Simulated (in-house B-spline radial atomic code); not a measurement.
Cu⁶⁺. Computed with a B-spline radial atomic code. Model: all-electron spherical atom, spin shells full or empty, radial basis limit, no spin-orbit coupling, Breit or QED, empty-state partial waves extrapolated as (l+1/2)^-4, RPA, G0W0 and static COHSEX of the highest shell as one setting changes (uncorrelated shells keep exact exchange).

Empty levels are discrete states of a finite basis, so the steps are uneven.

Given: element Cu; charge 6; filled core Ar; hamiltonian one-electron scalar X2C; mean-field start PBE0; highest l of empty states 9; nuclear rms radius 3.8823 fm; lowest nl shells left uncorrelated 2; highest mean-field shell 3d up; box radius 9.29 bohr.

Shell: 3d 5 0 (electrons up and down).

```
highest empty level kept (hartree)  RPA correlation energy (hartree)  G0W0 level (eV)  G0W0 minus most complete (meV)  COHSEX level (eV)  linearised minus solved G0W0 (meV)
                             16.33                          -0.60784          -138.32                          1029.8            -140.33                               -14.5
                             32.67                          -0.78566          -138.73                           615.4            -141.65                               -15.8
                             57.17                          -0.92121          -139.01                             332            -142.51                               -16.7
                                98                           -1.0501          -139.18                           166.4               -143                               -17.3
                            163.33                           -1.1362          -139.28                            64.1            -143.27                               -17.7
                               294                           -1.1956          -139.33                            21.7            -143.38                               -17.9
                               490                                 ?                ?                               ?                  ?                                   ?
                               980                           -1.2424          -139.34                             1.9            -143.43                               -17.9
                              1960                                 ?                ?                               ?                  ?                                   ?
                            4083.3                           -1.2527          -139.35                               0            -143.44                               -17.9
                              9800                           -1.2531          -139.35                               0            -143.44                               -17.9
                             32667                           -1.2532          -139.35                               0            -143.44                               -17.9
```

(1) What follows for highest empty level kept = 490?

(2) What follows for highest empty level kept = 1960?

Answers

(1) RPA correlation energy -1.2251 hartree; G0W0 level -139.34 eV; G0W0 minus most complete 7.9 meV; COHSEX level -143.42 eV; linearised minus solved G0W0 -17.9 meV.

(2) RPA correlation energy -1.2507 hartree; G0W0 level -139.35 eV; G0W0 minus most complete 0.2 meV; COHSEX level -143.44 eV; linearised minus solved G0W0 -17.9 meV.
